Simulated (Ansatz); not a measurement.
Cl3Tm (SMILES [Cl][Tm]([Cl])[Cl]), triplet, at a GFN2-xTB geometry (such geometries of metal compounds can be far from the true shape) (core potentials on Tm); B3LYP/def2-SV(P) (Ansatz, a program for electronic structure).

The Ansatz input:
Ansatz 0.2 input:
```yaml
crystal:
  periodic: [false, false, false]
  atoms:
    - {symbol: Tm, position_ang: [-0.20929970, -0.63187323, -0.41312961]}
    - {symbol: Cl, position_ang: [2.11472623, -0.19731026, -0.39890053]}
    - {symbol: Cl, position_ang: [-0.68650589, -0.71719051, 1.90137277]}
    - {symbol: Cl, position_ang: [-1.09856450, 1.46901014, -1.03537984]}
basis:
  gaussian:
    orbitals: def2-SV_P_.json
hamiltonian:
  xc: b3lyp
magnetization: {spin_polarized: true, initial_magnetization: 2}
```
The basis file holds def2-SV(P) in the JSON format of the Basis Set Exchange.

It wrote (shortened):

```
Functional definition: B3LYP
955 factors; integrals over basis functions are off by at most 1.4e-3 eV
mean field evaluation 1: about -67089.3870 eV, gradient 1.2e2 eV
mean field evaluation 2: about -66600.2611 eV, gradient 5.6e2 eV
mean field evaluation 4: about -67035.3534 eV, gradient 2.0e2 eV
mean field evaluation 8: about -67107.0301 eV, gradient 2.1e0 eV
mean field evaluation 16: about -67107.4145 eV, gradient 2.2e-1 eV
mean field evaluation 32: about -67107.4486 eV, gradient 1.6e-1 eV
mean field evaluation 64: about -67107.4635 eV, gradient 1.5e-1 eV
mean field evaluation 96: about -67107.4712 eV, gradient 9.2e-2 eV
mean field -67107.47292211 eV, -2466.1541428087 hartree, gradient 7.0e-6 eV, S^2 2.001614; 6 other end points of the search recorded, 0 dependent functions left out
reference -67107.47320821 eV, -2466.1541533227 hartree; 47, 45 occupied and 79, 81 virtual orbitals, 955 factors
Total energy: -67107.47320821 eV, -2466.1541533227 hartree
```
